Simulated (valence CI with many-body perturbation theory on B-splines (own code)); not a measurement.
## Bi+ in brief

Level of theory: configuration interaction combined with many-body perturbation theory (CI+MBPT): four valence electrons over a frozen Dirac-Fock core [Xe] 4f14 5d10, a basis of 9 s, 9 p, 8 d, 6 f, 3 g, 1 h functions for each j, with the one-electron correlation potential Σ1, the two-electron term Σ2, the three-electron term Σ3, Breit, model QED; selected CI, second order for the rest, scaled by the run's own slope (own B-spline code, finite nucleus).

Set against measurement, 25 paired levels are off by 175 cm⁻¹ on average, the worst by 517. These come from a selection out of the NIST Handbook of Basic Atomic Spectroscopic Data. Levels without a partner in it may be off by more. Among the levels kept, up to 340 cm⁻¹ of a level comes from second order outside the variational space, and about a tenth of that is noise between levels of different J, which matters for small intervals.

Levels are named by their leading jj configuration (3d3/2^4 stands for four electrons in 3d with j = 3/2), which in mixed levels can hold well under half, so a name can repeat and another be missing.

Rates and lifetimes use the calculated energies. Strong lines usually hold to 10 to 20 %, long lifetimes can be off by a factor of two.

(1) What is the ground level?

(2) What is the ionisation energy?

(3) Name the longest-lived excited levels whose lifetime is computed, and their main decay.

(4) What are the static dipole polarisabilities of the lowest levels?

(5) How well does LS coupling describe the low levels?

(6) Among levels below 109538 cm⁻¹, which E1 lines absorb most strongly from the ground level?

(7) Where does the other parity begin?

## Answers

(1) (6s^2 6p1/2^2) J=0, composition 80 % 6s2 6p2 3P + 17 % 6s2 6p2 1S.

(2) 16.667 eV; NIST lists 16.703 ± 0.004 eV (measured).

(3) (6s^2 6p1/2 6p3/2) J=2 at 17262 cm⁻¹ lives 594 ms, mostly by E2 to (6s^2 6p1/2^2) J=0; (6s^2 6p1/2 6p3/2) J=1 at 13627 cm⁻¹ lives 27.1 ms, mostly by M1 to (6s^2 6p1/2^2) J=0; (6s^2 6p3/2 6d5/2) J=4 at 99867 cm⁻¹ lives 16.6 ms, mostly by M1 to (6s^2 6p1/2 6d5/2) J=3.

(4) (6s^2 6p1/2^2) J=0 21.8; (6s^2 6p1/2 6p3/2) J=1 25.8 (tensor -1.3); (6s^2 6p1/2 6p3/2) J=2 26.5 (tensor -2.2); (6s^2 6p3/2^2) J=2 30.1 (tensor -0.59) bohr³, of which the core gives 2.78.

(5) Among the lowest 20 levels the leading LS term, summed over configurations, holds 67 % on average. For single configurations the figures are 62 % in LS and 84 % in jj coupling. Terms mix most in the J = 2 level at 82119 cm⁻¹, where the leading one holds 32 %.

(6) to (6s 6p1/2^2 6p3/2) J=1 at 105.8 nm, f = 1.28; to (6s^2 6p1/2 7d3/2) J=1 at 93.56 nm, f = 0.579; to (6s^2 6p1/2 6d3/2) J=1 at 123.9 nm, f = 0.480.

(7) At (6s^2 6p1/2 7s) J=0, 69352 cm⁻¹.
